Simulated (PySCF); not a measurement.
Delta-SCF ions had no search for a lower state. Excitations are Tamm–Dancoff values on a coarser integration grid. The basis has no diffuse functions, so Rydberg states are missing or too high.

# H$_{3}$AlO$_{3}$, SMILES `[OH][Al]([OH])[OH]` (charge 0, multiplicity 1)

These are TPSSh-D3(BJ)/def2-TZVP // CAM-B3LYP-D3(BJ)/def2-TZVP run with PySCF values and carry that method's errors.

HOMO: -8.05 eV
dipole moment: 0.00 D
HOMO–LUMO gap: 7.36 eV
LUMO: -0.69 eV
S1 excitation (TDA): 6.74 eV
S1 oscillator strength: 0.000
brightest of the four lowest singlets (TDA): 7.56 eV
T1 excitation (TDA): 6.48 eV
S1–T1 gap (TDA): 0.26 eV
vertical ionisation energy (Delta-SCF): 10.94 eV
total energy: -470.2001 Ha
cost: roughly 4 core-minutes

```xyz
7

O     -1.3053    -1.0303    -0.2679
Al     0.0000     0.0001     0.0001
O      1.5540    -0.6317     0.1529
O     -0.2486     1.6621     0.1152
H     -2.2103    -0.7371    -0.3637
H      1.7628    -1.5630     0.0975
H      0.4474     2.3000     0.2659
```
